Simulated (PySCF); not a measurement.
CH6NPSi.
Structure used (GFN2-xTB), in Å, numbered top down from 1:
```
atom  x, y, z in Å
N1    -1.9095   -1.1760   -0.0155
C2    -0.9643   -0.5882   -0.5984
Si3    0.0311    0.9437   -0.0227
P4     2.0913    0.3454    0.6327
H5    -2.2051   -0.7598    0.8678
H6    -0.6626   -1.0499   -1.5398
H7     0.1507    1.8768   -1.1443
H8    -0.6533    1.5460    1.1258
H9     2.4231   -0.2869   -0.5533
H10    1.7074   -0.8464    1.2253
```

Theory: TDDFT CAM-B3LYP/def2-SVPD, vertical, gas phase, core orbitals frozen in the response in PySCF.

Ground-to-excited transition dipoles (e·a0, same axes as the geometry; the sign carries no meaning), for the states with f of 0.002 or more among the lowest 7:

| state | E (hartree) | μx | μy | μz |
| --- | --- | --- | --- | --- |
| S1 | 0.1554 | -0.189 | -0.046 | -0.045 |
| S2 | 0.2316 | 0.056 | -0.047 | -0.140 |
| S3 | 0.2352 | -0.950 | -0.283 | -0.281 |
| S4 | 0.2396 | 0.230 | 0.002 | 0.341 |
| S5 | 0.2523 | -0.934 | -0.035 | -0.039 |
| S6 | 0.2557 | 0.429 | 0.061 | 0.149 |
| S7 | 0.2648 | 0.273 | 0.226 | 0.116 |

What oscillator strength does each state have?

f = (2/3) ΔE |μ|² with ΔE in hartree (27.2114 eV).

```json
{"state": "S1", "|μ|² (au)": "0.040", "|μ| (D)": "0.51", "f": "0.004"}
{"state": "S2", "|μ|² (au)": "0.025", "|μ| (D)": "0.40", "f": "0.004"}
{"state": "S3", "|μ|² (au)": "1.062", "|μ| (D)": "2.62", "f": "0.167"}
{"state": "S4", "|μ|² (au)": "0.170", "|μ| (D)": "1.05", "f": "0.027"}
{"state": "S5", "|μ|² (au)": "0.875", "|μ| (D)": "2.38", "f": "0.147"}
{"state": "S6", "|μ|² (au)": "0.210", "|μ| (D)": "1.16", "f": "0.036"}
{"state": "S7", "|μ|² (au)": "0.139", "|μ| (D)": "0.95", "f": "0.025"}
```

Which bond between heavy atoms lies closest to the direction of the S3 transition dipole?

Si3–P4, at 31° from it; next C2–Si3 at 39°.

What angle do the transition dipoles of S4 and S5 make?

|cos θ| = |μa·μb| / (|μa| |μb|) = 0.59, so θ ≈ 54° (taken between 0 and 90°, since the signs are arbitrary).

How is the summed strength of these states shared among x, y and z?

(2/3) Σ ΔE μα² gives 0.345 for x, 0.023 for y and 0.041 for z, 0.409 in all.

What peak molar absorption coefficient would the strongest computed level give as a lone Gaussian band 0.3 eV wide at half height?

ε(max) = 2.175×10⁸ f / FWHM, with the width in cm⁻¹. S3: 2.175×10⁸ × 0.1666 / 2420 ≈ 15000 L mol⁻¹ cm⁻¹.

On Arm Neoverse V1, one thread, shared host, this took 16 s of wall time (grids of density and orbitals included) and 0.56 GiB of memory at its peak.

One conformer stands for the species.
